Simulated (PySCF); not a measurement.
BFH4O2Si, SMILES OB(F)O[SiH3].

Geometry: B3LYP-D3(BJ)/def2-SVP. The structure was generated by enumeration, and PubChem lists no compound with its InChIKey, so it may never have been made. One conformer was computed; it need not be the lowest.

All values below come from PBE0/def2-TZVP (PySCF).

Symmetry labels are those of the subgroup Cs that the program uses (full group Cs).

List the valence orbital energies around the gap with their symmetry. (Estimate from the structure and the level; the computed values follow.)


```
orbital  symmetry  energy (eV)
-------  --------  -----------
HOMO−7         A"       -13.29
HOMO−6         A'       -12.26
HOMO−5         A"       -11.39
HOMO−4         A'       -11.15
HOMO−3         A'       -10.75
HOMO−2         A"       -10.28
HOMO−1         A'        -9.41
HOMO           A"        -9.25
LUMO           A'        -0.01
LUMO+1         A'         1.04
LUMO+2         A"         1.32
LUMO+3         A'         1.57
```
